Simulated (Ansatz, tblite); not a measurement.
Spin states of Sn3Bi2 (the lowest singlet isomer of a short search), each relaxed with PBE-D4/def2-SVP in Ansatz. Electronic energies in the gas phase.

In the def2 sets Bi, Sn take a core potential; there is no spin–orbit coupling. The xTB rows come from tblite. B3LYP takes the VWN-RPA correlation. Correlated methods freeze 20 core orbitals; core or outer-core shells of Bi, Sn are correlated, in sets that lack core-valence functions. The rows differ in basis, and correlated rows in double-zeta sets carry the largest basis error. In CCSD on the charge 0 quintet the largest single amplitude is 0.33, so its Hartree–Fock determinant may place the open shell otherwise than the density functionals do. The structure comes from a short search, and lower isomers may exist.

Singlet geometry (C2v within 0.1 Å):

```xyz
5

Bi    1.6451    0.7404   -0.2937
Bi   -1.3944    0.9181   -0.7438
Sn    0.2090   -1.3652   -1.9505
Sn   -0.2264   -1.4981    0.9372
Sn   -0.2332    1.2048    2.0508
```

Triplet geometry (Cs within 0.1 Å):

```csv
atom,x (Å),y (Å),z (Å)
Bi1,0.2411,1.7378,0.5565
Bi2,1.2576,-1.0608,1.3370
Sn3,-1.6721,-0.6172,1.2048
Sn4,-1.3679,0.1410,-1.6109
Sn5,1.5413,-0.2009,-1.4875
```

Quintet geometry (C2v within 0.1 Å):

```xyz
5

Bi   -0.496    0.392    1.634
Bi    1.510    0.699   -0.547
Sn    1.358   -2.263    0.931
Sn   -0.965   -1.039   -1.035
Sn   -1.407    2.211   -0.983
```

⟨S²⟩: triplet 2.01 at PBE0-D4/def2-TZVP (pure 2.00), quintet 6.01 at PBE0-D4/def2-TZVP (pure 6.00).

Run but left out: MP2/def2-SVP (quintet: ⟨S²⟩ 6.17, where a pure state has 6.00).

Only these spin states were relaxed. The triplet has other bonds than the singlet, so the gap mixes isomer and spin.

Problem. Estimate which spin state lies lowest at each of these levels, and by how much: GFN1-xTB; GFN2-xTB; HF/def2-SVP; r2SCAN-D4/def2-TZVP; B3LYP-D4/def2-TZVP; PBE0-D4/def2-TZVP; CCSD/def2-SVP; CCSD(T)/def2-SVP.

Solution. 
```
              level  triplet − singlet (kJ/mol)  quintet − singlet (kJ/mol)  lowest of these                                  remarks
           GFN1-xTB                       158.4                       546.3          singlet                                        –
           GFN2-xTB                       132.7                       460.0          singlet                                        –
        HF/def2-SVP                        55.8                       250.4          singlet  spin-contaminated (⟨S²⟩ 6.17) (quintet)
r2SCAN-D4/def2-TZVP                        99.0                       341.8          singlet                                        –
 B3LYP-D4/def2-TZVP                        97.9                       340.1          singlet                                        –
  PBE0-D4/def2-TZVP                       103.3                       349.4          singlet                                        –
      CCSD/def2-SVP                        99.1                       340.1          singlet  spin-contaminated (⟨S²⟩ 6.17) (quintet)
   CCSD(T)/def2-SVP                       106.2                       355.4          singlet  spin-contaminated (⟨S²⟩ 6.17) (quintet)
```

The xTB methods have no term that favours high spin, so they put low spin too low.
